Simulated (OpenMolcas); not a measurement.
Computed levels of 4s² 4p in ions with 31 electrons, in cm-1 above ²P°_1/2.

```json
{"Program": "OpenMolcas 26.06", "Method": "MS-CASPT2, IPEA 0.25 Eh, imaginary shift 0.1 Eh", "Basis": "ANO-RCC-VTZP", "Scalar Hamiltonian": "DKH2, point nucleus", "Spin-orbit coupling": "state interaction with AMFI integrals over the reference wave functions, term energies averaged over their components"}
```

Active space for each ion: 3 electrons in 8 orbitals (4s 4p 5s 5p); closed shells correlated by CASPT2: 3d.

```json
{"Level": "²P°_3/2", "As2+": "2650", "Br4+": "5470", "Kr5+": "7310"}
```

Estimate ²P°_3/2 for Se3+ from its neighbours As2+ and Br4+.

²P°_3/2 is fine structure, which grows about as the fourth power of a screened charge, so the fourth roots are averaged: ((2650^0.25 + 5470^0.25) / 2)^4 = 3870. The calculation gives 3950, so the estimate is off by -2.0 %; the measured value is 4376 (Moore, Atomic Energy Levels, vol. II, NSRDS-NBS 35 (1971 reprint of NBS Circular 467, 1952)).

Over all roots computed the reference weight is 0.88 to 0.99 in As2+, 0.88 to 0.99 in Se3+, 0.90 to 0.99 in Br4+, 0.90 to 0.99 in Kr5+; the roots of lowest weight are the least certain, and an intruder state may touch them. The run also gave levels led by 4s² 5p, which use shells meant for correlation; these and all levels above them are left out (holds for As2+; Se3+). Active for correlation alone: 5p 5s; no level in the range computed is led by a configuration that fills them, so any true level of that kind is missing (holds for Br4+; Kr5+). Computed and measured levels are paired by configuration, term and J; levels that our copy of the source lacks, or whose pairing is in doubt (as where it misses far off the trend of its configuration), stay unpaired and out of the deviations. Only configurations of the active space appear.

° marks odd parity.
